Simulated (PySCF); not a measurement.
## Assigning NMR signals

Geometry (Å), atoms numbered from 1 in this order:
```xyz
28

C     3.594    0.211   -0.218
C     2.666    1.018   -0.875
C     1.301    0.817   -0.684
C     0.832   -0.194    0.165
C    -0.646   -0.414    0.377
C    -1.321    0.788    1.049
C    -2.809    0.549    1.277
C    -3.524    0.180   -0.018
C    -2.863   -1.017   -0.693
C    -1.374   -0.781   -0.923
C     1.776   -0.996    0.817
C     3.144   -0.798    0.630
H     4.665    0.368   -0.368
H     3.008    1.813   -1.543
H     0.587    1.460   -1.206
H    -0.753   -1.273    1.064
H    -1.187    1.680    0.410
H    -0.812    1.012    2.000
H    -2.937   -0.271    2.008
H    -3.271    1.441    1.732
H    -3.495    1.045   -0.706
H    -4.589   -0.026    0.175
H    -2.994   -1.910   -0.056
H    -3.362   -1.244   -1.649
H    -0.903   -1.670   -1.370
H    -1.243    0.038   -1.652
H     1.429   -1.790    1.484
H     3.861   -1.438    1.151
```

How the numbers were obtained: couplings computed with B3LYP/pcJ-1 (without the spin–dipole term), CAM-B3LYP/pcSseg-1 with gauge-including orbitals, coordinates at the PBE0-D3(BJ)/def2-SVP level, in PySCF 2.14 (non-relativistic, rapidly exchanging positions averaged, one conformer, no solvent model).

References, each an isolated molecule treated in the same way: 13C (σ = 182.45 ppm) and 1H (σ = 31.33 ppm) against TMS.

Problem. Assign these signals to the numbered atoms. 13C{1H} NMR (computed): δ 158.7, 137.6, 136.3, 135.2, 48.2, 37.8, 29.2, 28.5.

Solution. 
| δ (ppm) | atoms | environment | reason |
| --- | --- | --- | --- |
| 158.7 | C4 | substituted aromatic carbon | – |
| 137.6 | C2/C12 | aromatic CH | the aromatic region |
| 136.3 | C3/C11 | aromatic CH | – |
| 135.2 | C1 | aromatic CH | – |
| 48.2 | C5 | sp3 CH on an aromatic ring | saturated and bonded to C and H only |
| 37.8 | C6/C10 | sp3 CH2 in a ring | a saturated carbon with 2 carbon neighbours and no heteroatom attached |
| 29.2 | C7/C9 | sp3 CH2 in a ring | – |
| 28.5 | C8 | sp3 CH2 in a ring | – |

C2/C12 and C3/C11; C3/C11 and C1; C7/C9 and C8 lie closer than the usual error of such a calculation, so a measured spectrum could show them in the other order.

Problem. Assign these signals to the numbered atoms. 1H NMR (400 MHz, computed): δ 7.36 (m, 2H), 7.26 (m, 1H), 7.25 (m, 2H), 1.95 (m, 1H), 1.69 (m, 2H), 1.60 (m, 2H), 1.59 (m, 1H), 1.27 (m, 2H), 1.26 (m, 2H), 1.20 (m, 1H).

Solution. 
| δ (ppm) | atoms | environment | reason |
| --- | --- | --- | --- |
| 7.36 | H14/H28 | hydrogen on an aromatic CH | the ring current deshields protons in the ring plane |
| 7.26 | H13 | hydrogen on an aromatic CH | – |
| 7.25 | H15/H27 | hydrogen on an aromatic CH | – |
| 1.95 | H16 | hydrogen on an sp3 CH on an aromatic ring | benzylic-type position, deshielded by the ring |
| 1.69 | H20/H24 | hydrogen on an sp3 CH2 in a ring | far from electronegative atoms and π systems |
| 1.60 | H18/H25 | hydrogen on an sp3 CH2 in a ring | – |
| 1.59 | H22 | hydrogen on an sp3 CH2 in a ring | far from electronegative atoms and π systems |
| 1.27 | H19/H23 | hydrogen on an sp3 CH2 in a ring | – |
| 1.26 | H17/H26 | hydrogen on an sp3 CH2 in a ring | – |
| 1.20 | H21 | hydrogen on an sp3 CH2 in a ring | far from electronegative atoms and π systems |

H14/H28 and H13; H13 and H15/H27; H20/H24 and H18/H25; H18/H25 and H22; H19/H23 and H17/H26; H17/H26 and H21 lie closer than the usual error of such a calculation, so a measured spectrum could show them in the other order.

Multiplet labels drop couplings under 1 Hz and merge nearly equal ones. Couplings among chemically equivalent protons are left out too, so labels in AA′BB′ or AA′XX′ sets are apparent multiplicities. Unscaled 3J(H,H) at this level run about 10 % above measured values. Shifts are as computed, not scaled to solution data. Of 1309 compounds with measured shifts, 239 miss one by over three times the rms of a fit or turn the order of signals round; such compounds aren't used in these exercises.
